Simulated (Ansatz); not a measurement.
`N#[C][Sn]([F])([F])[Cl]` and `[F][Sn]([F])([Cl])[I]` differ in one atom or group.

Ansatz, PBE0-D4/def2-TZVP geometries, multiplicity 1. 

Elements past krypton have def2 core potentials.  Spin–orbit coupling is left out; it splits and shifts lone-pair levels of the heavy atoms by tenths of an eV.

| property | `N#[C][Sn]([F])([F])[Cl]` |
| --- | --- |
| HOMO energy (ωB97M-V/def2-TZVPP) / eV | -12.92 |
| size of the dipole moment (ωB97M-V/def2-TZVPP) / D | 1.79 |
| HOMO energy (PBE0/def2-TZVPP) / eV | -10.61 |
| LUMO energy (B3LYP/def2-TZVPP) / eV | -3.36 |
| size of the dipole moment (B3LYP/def2-TZVPP) / D | 1.79 |
| LUMO energy (PBE/def2-TZVPP) / eV | -3.97 |

Problem. Give the same properties after the change, and the shifts. (Estimate.)

Solution. Ansatz gave: 
| property | `[F][Sn]([F])([Cl])[I]` | shift |
| --- | --- | --- |
| HOMO energy (ωB97M-V/def2-TZVPP) / eV | -11.02 | 1.90 |
| size of the dipole moment (ωB97M-V/def2-TZVPP) / D | 2.68 | 0.89 |
| HOMO energy (PBE0/def2-TZVPP) / eV | -8.88 | 1.73 |
| LUMO energy (B3LYP/def2-TZVPP) / eV | -3.69 | -0.33 |
| size of the dipole moment (B3LYP/def2-TZVPP) / D | 2.74 | 0.95 |
| LUMO energy (PBE/def2-TZVPP) / eV | -4.23 | -0.26 |

With PBE0 the HOMO rises by 1.73 eV and the LUMO falls by 0.40 eV, so the gap narrows by about 2.13 eV. PBE moves the HOMO by 1.41 eV and ωB97M-V by 1.90 eV. The zero-point energy changes by -18.9 kJ/mol with -3 modes. Dipoles are sizes alone; their direction can turn.

B3LYP here is the variant with VWN-RPA as its local correlation; programs differ in this.
